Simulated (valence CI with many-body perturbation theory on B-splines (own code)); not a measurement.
Ladder of approximations for Pd14+

Computed by configuration interaction combined with many-body perturbation theory (CI+MBPT): four valence electrons over a frozen Dirac-Fock core [Ar] 3d10, radial functions for each j: 11 s, 11 p, 9 d, 7 f, 5 g, 2 h, 1 i, with the one-electron correlation potential Σ1, the two-electron term Σ2, the three-electron term Σ3, Breit, model QED; selected CI, second order for the rest (own B-spline code, finite nucleus).

No measured spectrum was set against this ion. As an estimate, levels hold to about 250 cm⁻¹ or 0.2 % of their energy and the worst to 1 %, as in measured heavy ions of charge 2 to 7; those with d or f electrons hold less well.

Each rung adds one term. CI alone is the Dirac-Coulomb CI over the frozen core; QED comes last and gives the full result, which names the levels. Energies are above 4s²4p² ³P_0 on the same rung, in eV.

Names give the largest LS component (configuration and term), which can be under half, so a name can repeat, a term be missing and a line seem to break the LS rules; names also repeat where a configuration has a term twice.

| Level | CI alone |
| --- | --- |
| 4s²4p² ³P_1 | 4.531 |
| 4s²4p² ³P_2 | 6.195 |
| 4s²4p² ¹D_2 | 12.169 |
| 4s²4p² ¹S_0 | 16.748 |
| 4s4p³ ⁵S°_2 | 35.066 |
| 4s4p³ ³D°_1 | 42.536 |
| 4s4p³ ³D°_2 | 43.106 |
| 4s4p³ ³D°_3 | 44.907 |
| 4s4p³ ³P°_0 | 48.874 |
| 4s4p³ ³P°_1 | 49.591 |
| 4s4p³ ³P°_2 | 50.269 |
| 4s4p³ ¹D°_2 | 55.683 |
| 4s4p³ ³S°_1 | 56.829 |
| 4s4p³ ¹P°_1 | 63.502 |
| 4s²4p4d ³F°_2 | 63.865 |
| 4s²4p4d ³F°_3 | 66.333 |

(1) What do these energies become with core correlation, Breit and QED?

(2) How does the ionisation energy move along the ladder, and which term matters most?

Answers

(1) 4s²4p² ³P_1 4.571 (+0.0408); 4s²4p² ³P_2 6.206 (+0.0102); 4s²4p² ¹D_2 12.192 (+0.0228); 4s²4p² ¹S_0 16.676 (-0.0714); 4s4p³ ⁵S°_2 35.507 (+0.4409); 4s4p³ ³D°_1 42.676 (+0.1403); 4s4p³ ³D°_2 43.316 (+0.2094); 4s4p³ ³D°_3 45.120 (+0.2135); 4s4p³ ³P°_0 48.955 (+0.0806); 4s4p³ ³P°_1 49.649 (+0.0576); 4s4p³ ³P°_2 50.315 (+0.0457); 4s4p³ ¹D°_2 55.599 (-0.0844); 4s4p³ ³S°_1 55.976 (-0.8537); 4s4p³ ¹P°_1 62.779 (-0.7235); 4s²4p4d ³F°_2 63.849 (-0.0162); 4s²4p4d ³F°_3 66.331 (-0.0019).

(2) CI alone 342.59, + Σ1 343.79, + Σ2 343.69, + Σ3 343.61, + Breit 343.38, + QED 343.40 eV. The largest step is Σ1, 1.20 eV. NIST lists 342 ± 3 eV (theoretical).
